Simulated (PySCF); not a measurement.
Cartesian coordinates in Å; atom numbers follow the order of the lines, from 1:
```xyz
18

C    -2.2659   -1.4379   -0.3687
Si   -1.1334    0.0310   -0.8263
P    -2.5419    1.7782   -1.0843
Si    0.5798    0.3790    0.6837
O     0.3352   -0.7461    1.8279
O     2.0281    0.1056   -0.0052
Si    3.1817   -0.0035   -1.1325
H    -2.7039   -1.2963    0.6162
H    -1.7148   -2.3731   -0.3500
H    -3.0807   -1.5400   -1.0809
H    -0.6492   -0.2099   -2.2071
H    -2.7357    1.9839    0.2714
H    -1.5462    2.7387   -1.1357
H     0.7602    1.6948    1.3081
H     1.0131   -0.9918    2.4537
H     2.5502    0.0738   -2.4488
H     4.0909    1.1164   -0.8961
H     3.8237   -1.2965   -0.9018
```

Computed data (PySCF 2.14.0 with density-fitted response routines): NMR shieldings at PBE0/pcSseg-1/GIAO, geometry: GFN2-xTB. Equivalent nuclei averaged, one conformer, non-relativistic, in vacuum.

Referencing at the same level of theory: 13C, 1H, 29Si vs TMS; H3PO4 for 31P; 17O against H2O.

```
      atoms  nucleus  count  Hirshfeld charge  δ (ppm)
        H15       1H      1              0.18     2.22
        Si7     29Si      1              0.39    -46.4
        H14       1H      1             -0.10     5.45
         O6      17O      1             -0.31     56.5
H16/H17/H18       1H      3             -0.08        ?
        Si4     29Si      1              0.38    -20.6
         P3      31P      1             -0.03   -303.9
         C1      13C      1             -0.21        ?
         O5      17O      1             -0.31     57.9
        H11       1H      1             -0.08     4.25
  H8/H9/H10       1H      3              0.04     0.41
    H12/H13       1H      2             -0.01        ?
        Si2     29Si      1              0.22        ?
```

Complete the table.

Answers


- C1: -5.2 ppm, methyl carbon bonded to Si; an electropositive neighbour leaves it electron-rich and shielded
- H16/H17/H18: 5.17 ppm, hydrogen on a silicon bonded to O
- H12/H13: 0.85 ppm, hydrogen on a phosphorus bonded to Si
- Si2: -66.1 ppm, silicon bonded to C, P, Si, H

OH and NH positions are those of a molecule without intermolecular hydrogen bonds; in solution they move with solvent, concentration and temperature, and exchange usually removes their couplings. Shifts are as computed. Against solution values, carbons near 30 ppm lie about +3 ppm off and those near 130 ppm about +5 ppm. Of 1211 compounds with measured shifts, 218 miss one by over three times the rms of a fit or turn the order of signals round; such compounds aren't used in these exercises. Experimental scales use liquid or dissolved standards, which lie at an offset from isolated H2O (liquid H2O: subtract about 36 ppm) and H3PO4.
